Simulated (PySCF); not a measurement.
Ta(F)4(NH2) (F₄H₂NTa), SMILES [F][Ta]([F])([F])([F])[NH2], multiplicity 1. Coordinates come from a B3LYP-D3(BJ)/def2-SVP optimisation. The multiplicity is an assumed one; no other spin state was optimised. The structure was generated by enumeration; whether it is a known compound was not checked. The def2 effective core potentials stand for the cores of Ta; spin–orbit coupling is left out. Other conformers were not sampled.

Computed equilibrium geometry at B3LYP-D3(BJ)/def2-SVP (PySCF confirms it by a frequency run) as Cartesian coordinates in Å, and its point group (one conformer of several):
point group C2v.
```xyz
8

Ta     0.0000     0.0000     0.0405
F      1.8915     0.0000    -0.0653
F     -1.8915     0.0000    -0.0653
F      0.0000     1.6617     0.9233
F      0.0000    -1.6617     0.9233
N      0.0000     0.0000    -1.9193
H      0.8471     0.0000    -2.4839
H     -0.8471     0.0000    -2.4839
```
Charge 0, spin multiplicity 1.
